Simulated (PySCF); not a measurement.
H$_{3}$BO$_{3}$, charge -1, doublet, geometry from GFN2-xTB (a state made from the parent by changing its charge; the spin is typed, not shown lowest) (in this run its highest filled SCF level lies above zero, so its values depend strongly on the basis, on diffuse functions most of all). Base run: PBE0/def2-SV(P) (PySCF).

The PySCF input:
```python
from pyscf import gto, scf, dft

mol = gto.Mole()
mol.atom = '''
    O    -1.02710000   -0.97157949    0.23933156
    B    -0.04418287   -0.05777999   -0.49715941
    O    -0.33824859    1.39013744   -0.09636642
    O     1.37451978   -0.40656437   -0.03976810
    H    -1.57434854   -0.37184719    0.74838219
    H     0.46777879    1.68845498    0.32744822
    H     1.25411462   -1.12365654    0.58439034
'''
mol.basis = 'def2-sv(p)'
mol.charge = -1
mol.spin = 1
mol.verbose = 4
mol.build()

mf = dft.UKS(mol)
mf.xc = 'pbe0'
mf.kernel()
```

The base run was repeated with changes; each row names its change, and settings that it needs were set with it.

```
change                                                                                                                  ΔE vs base (µEh)  fitting functions
----------------------------------------------------------------------------------------------------------------------  ----------------  -----------------
base                                                                                                                                 0.0                  -
exchange = seminumerical (SGX) (with mf = sgx.sgx_fit(mf, auxbasis='def2-universal-jfit'); with mf.with_df.dfj = True)              -209                229
auxbasis = default (with mf = mf.density_fit())                                                                                    -10.2                360
auxbasis = cc-pvtz-ri                                                                                                               -116                414
auxbasis = even-tempered beta=1.6                                                                                                   14.4                742
auxbasis = def2-universal-jkfit                                                                                                    -10.2                360
auxbasis = cc-pvtz-jkfit                                                                                                           -41.6                406
auxbasis = autoaux                                                                                                                 -77.8                471
auxbasis = cc-pvdz-jkfit                                                                                                           -61.9                349
auxbasis = def2-universal-jfit                                                                                                       852                229
```

A fitting set is made for a task (jfit for Coulomb, jkfit for Coulomb and exchange, ri for correlation) and for a family of orbital bases.

Open shells are given as the SCF converged; they aren't shown to be the lowest states, and a large step between rows can be another state.
